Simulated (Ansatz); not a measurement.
Steps of a relaxation of C6H16O4Ti (`CC(C)[O][Ti]([OH])([OH])[O]C(C)C`) with RKS PBE0-D4/def2-TZVP.

```sh
$ ansatz run in.yaml --threads 10 --pin off --events-out ev --progress --plain --max-ram 110592MiB --backend cuda --devices 0, --max-vram 75GiB
```

```yaml
crystal:
  periodic: [false, false, false]
  atoms:
    - {symbol: C, position_ang: [-0.485064, 1.406253, -2.763736]}
    - {symbol: C, position_ang: [0.070278, 1.977555, -1.458766]}
    - {symbol: C, position_ang: [1.580878, 1.778787, -1.315244]}
    - {symbol: O, position_ang: [-0.607472, 1.383607, -0.367311]}
    - {symbol: Ti, position_ang: [-0.528875, 1.064498, 1.403346]}
    - {symbol: O, position_ang: [0.730109, 2.124518, 2.168541]}
    - {symbol: O, position_ang: [-2.137515, 1.417423, 2.169930]}
    - {symbol: O, position_ang: [-0.071771, -0.659479, 1.583740]}
    - {symbol: C, position_ang: [0.228129, -1.875607, 0.924497]}
    - {symbol: C, position_ang: [-0.845641, -2.183753, -0.120177]}
    - {symbol: C, position_ang: [0.377637, -2.981383, 1.969142]}
    - {symbol: H, position_ang: [-0.030995, 1.908780, -3.641740]}
    - {symbol: H, position_ang: [-0.269945, 0.319763, -2.834510]}
    - {symbol: H, position_ang: [-1.583052, 1.545201, -2.810139]}
    - {symbol: H, position_ang: [-0.144458, 3.073628, -1.434509]}
    - {symbol: H, position_ang: [1.832135, 0.697840, -1.360394]}
    - {symbol: H, position_ang: [2.135728, 2.298475, -2.122509]}
    - {symbol: H, position_ang: [1.921574, 2.178779, -0.339152]}
    - {symbol: H, position_ang: [1.617050, 1.838603, 2.447860]}
    - {symbol: H, position_ang: [-2.969199, 0.963787, 1.949042]}
    - {symbol: H, position_ang: [1.206422, -1.748979, 0.398037]}
    - {symbol: H, position_ang: [-0.944887, -1.337150, -0.828099]}
    - {symbol: H, position_ang: [-1.826796, -2.341046, 0.374535]}
    - {symbol: H, position_ang: [-0.594408, -3.099015, -0.693533]}
    - {symbol: H, position_ang: [-0.581222, -3.131684, 2.506360]}
    - {symbol: H, position_ang: [0.668975, -3.939975, 1.493935]}
    - {symbol: H, position_ang: [1.150687, -2.709824, 2.714655]}
basis:
  gaussian: {orbitals: def2-TZVP}
hamiltonian: {xc: pbe0, dispersion: d4}
relax: {f_tol: 0.005, max_steps: 150}
```

Positions (Å) and forces (eV/Å) along the path, 6 of 78 steps:

```xyz
27
step=1 energy=-37777.0271 eV
C    -0.485    1.406   -2.764   -0.071   -0.128   -0.114
C     0.070    1.978   -1.459   -0.030    0.287   -0.030
C     1.581    1.779   -1.315    0.141   -0.091    0.038
O    -0.607    1.384   -0.367    0.205    0.107    0.056
Ti   -0.529    1.064    1.403    0.137   -0.141   -0.307
O     0.730    2.125    2.169    0.590   -0.337    0.144
O    -2.138    1.417    2.170   -0.567   -0.407   -0.239
O    -0.072   -0.659    1.584   -0.004   -0.044   -0.173
C     0.228   -1.876    0.924    0.228   -0.002   -0.147
C    -0.846   -2.184   -0.120   -0.164   -0.009   -0.071
C     0.378   -2.981    1.969   -0.035   -0.093    0.155
H    -0.031    1.909   -3.642   -0.194   -0.224    0.441
H    -0.270    0.320   -2.835   -0.089    0.518    0.043
H    -1.583    1.545   -2.810    0.532   -0.054    0.035
H    -0.144    3.074   -1.435    0.094   -0.559    0.011
H     1.832    0.698   -1.360   -0.130    0.511    0.016
H     2.136    2.298   -2.123   -0.299   -0.239    0.379
H     1.922    2.179   -0.339   -0.146   -0.166   -0.501
H     1.617    1.839    2.448   -0.670    0.236   -0.170
H    -2.969    0.964    1.949    0.586    0.370    0.200
H     1.206   -1.749    0.398   -0.493   -0.041    0.277
H    -0.945   -1.337   -0.828    0.057   -0.418    0.333
H    -1.827   -2.341    0.375    0.471    0.065   -0.224
H    -0.594   -3.099   -0.694   -0.095    0.437    0.291
H    -0.581   -3.132    2.506    0.453    0.072   -0.266
H     0.669   -3.940    1.494   -0.143    0.473    0.196
H     1.151   -2.710    2.715   -0.366   -0.121   -0.373
27
step=21 energy=-37777.1470 eV
C    -0.234    1.088   -2.662    0.008   -0.001    0.024
C     0.066    1.998   -1.485    0.001    0.002   -0.013
C     1.551    2.250   -1.308   -0.015   -0.013    0.003
O    -0.474    1.433   -0.318    0.002    0.009    0.001
Ti   -0.427    1.009    1.404    0.000   -0.005    0.002
O     0.873    1.941    2.255    0.007   -0.001    0.002
O    -2.035    1.394    2.158   -0.090    0.004   -0.066
O    -0.066   -0.734    1.517    0.005   -0.010   -0.016
C     0.098   -1.945    0.824   -0.010    0.008    0.009
C    -1.143   -2.246    0.005    0.001    0.002    0.001
C     0.412   -3.042    1.821    0.003   -0.001    0.003
H     0.121    1.535   -3.594    0.002   -0.002    0.003
H     0.264    0.123   -2.530   -0.012    0.021   -0.003
H    -1.308    0.914   -2.750    0.023    0.004    0.009
H    -0.441    2.960   -1.644    0.011   -0.021    0.003
H     2.081    1.302   -1.172   -0.011    0.020   -0.002
H     1.964    2.752   -2.186    0.001   -0.001   -0.001
H     1.732    2.876   -0.431   -0.010   -0.016   -0.018
H     1.691    1.615    2.630   -0.007    0.002   -0.002
H    -2.880    1.498    1.715    0.089   -0.007    0.059
H     0.953   -1.833    0.140   -0.006    0.000    0.004
H    -1.342   -1.435   -0.699   -0.001    0.001    0.000
H    -2.009   -2.357    0.663    0.006    0.001   -0.003
H    -1.017   -3.172   -0.562    0.000    0.002    0.003
H    -0.425   -3.173    2.511    0.004    0.001   -0.004
H     0.592   -3.990    1.307   -0.001    0.002    0.002
H     1.300   -2.789    2.402   -0.003   -0.002   -0.001
27
step=41 energy=-37777.1532 eV
C     0.041    0.929   -2.556    0.000   -0.007    0.006
C     0.029    2.044   -1.526   -0.002   -0.004    0.000
C     1.399    2.661   -1.323    0.001   -0.007    0.006
O    -0.467    1.547   -0.311    0.001    0.008    0.002
Ti   -0.284    0.919    1.339   -0.014   -0.007    0.014
O     0.998    1.848    2.224    0.012   -0.007    0.007
O    -1.883    1.076    2.188   -0.019    0.017   -0.037
O     0.211   -0.787    1.250   -0.005   -0.031   -0.036
C     0.065   -2.078    0.715    0.014    0.020    0.008
C    -1.295   -2.219    0.058   -0.020   -0.018    0.007
C     0.284   -3.099    1.814   -0.019   -0.018    0.010
H     0.373    1.306   -3.527   -0.001   -0.004    0.001
H     0.723    0.134   -2.241   -0.017    0.020   -0.006
H    -0.958    0.503   -2.674    0.022    0.011    0.005
H    -0.668    2.827   -1.859    0.019   -0.018    0.006
H     2.119    1.895   -1.019   -0.022    0.019   -0.008
H     1.754    3.120   -2.249    0.000   -0.003    0.002
H     1.365    3.425   -0.544   -0.003   -0.015   -0.011
H     1.849    1.529    2.528   -0.011    0.005   -0.004
H    -2.698    1.421    1.819    0.036   -0.019    0.023
H     0.845   -2.207   -0.051   -0.028    0.005    0.025
H    -1.420   -1.470   -0.728    0.000   -0.017    0.012
H    -2.087   -2.079    0.800    0.036   -0.007   -0.031
H    -1.409   -3.211   -0.389    0.004    0.044    0.017
H    -0.483   -2.989    2.587    0.034   -0.005   -0.030
H     0.232   -4.115    1.413    0.002    0.044    0.016
H     1.263   -2.959    2.277   -0.021   -0.004   -0.005
27
step=51 energy=-37777.1637 eV
C     0.089    0.938   -2.431    0.013    0.008    0.013
C     0.040    2.144   -1.510   -0.023   -0.003    0.019
C     1.386    2.829   -1.380    0.016    0.008   -0.003
O    -0.425    1.763   -0.242    0.009   -0.029    0.016
Ti   -0.226    0.853    1.277    0.017    0.021   -0.042
O     1.040    1.638    2.318   -0.002   -0.056   -0.030
O    -1.820    0.827    2.144   -0.005    0.014   -0.030
O     0.300   -0.797    0.879    0.011   -0.012    0.045
C     0.043   -2.152    0.612    0.013   -0.030   -0.041
C    -1.346   -2.308    0.019   -0.008   -0.008    0.004
C     0.227   -2.973    1.876   -0.029    0.027   -0.018
H     0.410    1.231   -3.434   -0.008   -0.003    0.025
H     0.794    0.198   -2.043   -0.009    0.005   -0.005
H    -0.896    0.472   -2.507    0.007    0.008    0.004
H    -0.687    2.865   -1.909    0.004   -0.005    0.002
H     2.136    2.123   -1.013   -0.004    0.010   -0.003
H     1.720    3.214   -2.348   -0.005   -0.009    0.014
H     1.325    3.661   -0.676   -0.002   -0.018   -0.016
H     1.929    1.327    2.497   -0.040    0.010   -0.001
H    -2.655    1.168    1.819    0.028   -0.016    0.019
H     0.784   -2.478   -0.132   -0.016    0.018    0.022
H    -1.448   -1.699   -0.883    0.009   -0.031    0.037
H    -2.098   -1.986    0.744    0.009   -0.012   -0.025
H    -1.540   -3.352   -0.246    0.008    0.049    0.018
H    -0.506   -2.672    2.630    0.019   -0.009   -0.019
H     0.092   -4.038    1.664    0.005    0.059    0.010
H     1.228   -2.826    2.288   -0.018    0.003   -0.014
27
step=64 energy=-37777.1709 eV
C    -0.135    1.044   -2.413   -0.004    0.001    0.001
C     0.013    2.220   -1.468    0.008    0.002   -0.004
C     1.424    2.778   -1.456   -0.004    0.001    0.001
O    -0.361    1.846   -0.168   -0.002   -0.006    0.005
Ti   -0.133    0.799    1.253   -0.004    0.004    0.001
O     1.118    1.524    2.353   -0.002    0.000   -0.002
O    -1.716    0.619    2.121   -0.002    0.002   -0.002
O     0.429   -0.808    0.739    0.002    0.004   -0.006
C     0.138   -2.179    0.624   -0.016   -0.054   -0.003
C    -1.149   -2.374   -0.156    0.019    0.037    0.012
C     0.074   -2.807    2.005    0.002    0.038   -0.005
H     0.110    1.338   -3.437   -0.001    0.000    0.004
H     0.536    0.234   -2.114   -0.002    0.002    0.000
H    -1.160    0.667   -2.398    0.004    0.001   -0.001
H    -0.679    3.015   -1.778    0.002   -0.002    0.001
H     2.136    1.998   -1.170   -0.002    0.001    0.000
H     1.700    3.151   -2.445    0.000    0.000    0.001
H     1.505    3.596   -0.739    0.000   -0.002   -0.002
H     1.901    1.105    2.708    0.002    0.000    0.000
H    -2.566    0.988    1.879    0.005   -0.002    0.001
H     0.968   -2.633    0.063   -0.026    0.016    0.019
H    -1.078   -1.902   -1.139   -0.003   -0.013    0.029
H    -1.986   -1.925    0.388    0.024   -0.013   -0.017
H    -1.358   -3.437   -0.297    0.001   -0.001    0.001
H    -0.744   -2.361    2.581    0.025   -0.013   -0.016
H    -0.098   -3.883    1.933    0.000    0.002   -0.002
H     1.009   -2.643    2.545   -0.027   -0.004   -0.015
27
step=78 energy=-37777.1718 eV
C    -0.125    1.045   -2.427    0.000    0.000    0.001
C    -0.025    2.208   -1.459    0.000    0.001   -0.002
C     1.356    2.833   -1.447    0.000   -0.001    0.000
O    -0.369    1.787   -0.165    0.000   -0.001    0.002
Ti   -0.062    0.770    1.262    0.000    0.000   -0.001
O     1.254    1.507    2.273    0.001   -0.001    0.000
O    -1.595    0.620    2.222    0.000    0.000    0.000
O     0.464   -0.850    0.748    0.000    0.000    0.000
C     0.140   -2.217    0.662   -0.001   -0.001    0.000
C    -1.070   -2.403   -0.232    0.001    0.000    0.000
C    -0.079   -2.782    2.052    0.001    0.001    0.000
H     0.095    1.371   -3.446    0.000    0.000    0.000
H     0.588    0.263   -2.151    0.000    0.000    0.000
H    -1.130    0.617   -2.410    0.001    0.000    0.000
H    -0.758    2.974   -1.746    0.000   -0.001    0.000
H     2.109    2.084   -1.184    0.000    0.001    0.000
H     1.604    3.240   -2.430    0.000    0.000    0.000
H     1.405    3.639   -0.713    0.000    0.000    0.000
H     2.082    1.107    2.542   -0.001    0.001    0.000
H    -2.454    0.990    2.018    0.000    0.000    0.000
H     1.003   -2.717    0.202    0.000    0.000    0.000
H    -0.891   -1.969   -1.217    0.000    0.000    0.000
H    -1.942   -1.914    0.212    0.000    0.000    0.000
H    -1.297   -3.465   -0.357    0.000    0.000    0.000
H    -0.923   -2.281    2.532    0.000    0.000    0.000
H    -0.290   -3.853    2.004    0.000    0.000    0.000
H     0.809   -2.634    2.670    0.000    0.000    0.000
```

Hardware: 10 threads of an AMD EPYC 7R13 on a shared host and a whole NVIDIA H100 80 GB. Wall time 110 s, peak host memory 1.2 GiB.
